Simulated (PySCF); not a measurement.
BH6P3, SMILES PB(P)P.

The structure is a stationary point at PBE-D3(BJ)/def2-SVP. The values are those of a single conformer.

The numbers are results of TDDFT-CAM-B3LYP/def2-SVPD in PySCF 2.14.0, not measurements.

Vertical excitations. Isolated molecule, no solvent. State labels are in the subgroup Cs.

Give excitation energies, oscillator strengths and character. (An estimate is asked for; the answer gives what the named calculation found.)


```
state  symmetry  energy (eV)  λ (nm)      f                                                                 main pairs
-----  --------  -----------  ------  -----  -------------------------------------------------------------------------
S1           A"         4.59     270  0.120                                                             HOMO→LUMO 94 %
S2           A'         4.83     256  0.071                                         HOMO−1→LUMO 64 %, HOMO−2→LUMO 31 %
S3           A'         5.19     239  0.103                                         HOMO−2→LUMO 62 %, HOMO−1→LUMO 33 %
S4           A"         6.14     202  0.002                                         HOMO→LUMO+1 57 %, HOMO→LUMO+2 35 %
S5           A"         6.19     200  0.049                                                           HOMO−3→LUMO 92 %
S6           A"         6.34     196  0.003                                         HOMO→LUMO+2 54 %, HOMO→LUMO+1 33 %
S7           A'         6.41     194  0.003                                                         HOMO−1→LUMO+1 88 %
S8           A"         6.71     185  0.019                                                         HOMO−1→LUMO+3 81 %
S9           A'         6.81     182  0.044  HOMO−2→LUMO+2 42 %, HOMO−1→LUMO+2 24 %, HOMO→LUMO+4 13 %, HOMO→LUMO+7 8 %
S10          A'         6.87     180  0.087                                       HOMO−2→LUMO+1 71 %, HOMO→LUMO+4 13 %
T1           A"         3.72     334      0                                                             HOMO→LUMO 95 %
T2           A'         3.94     315      0                                         HOMO−1→LUMO 64 %, HOMO−2→LUMO 31 %
T3           A'         4.25     292      0                                         HOMO−2→LUMO 65 %, HOMO−1→LUMO 31 %
T4           A"         5.51     225      0                                                           HOMO→LUMO+2 74 %
```
Triplets are in the Tamm–Dancoff approximation, which puts them higher than full response would, so one can lie above its singlet here.
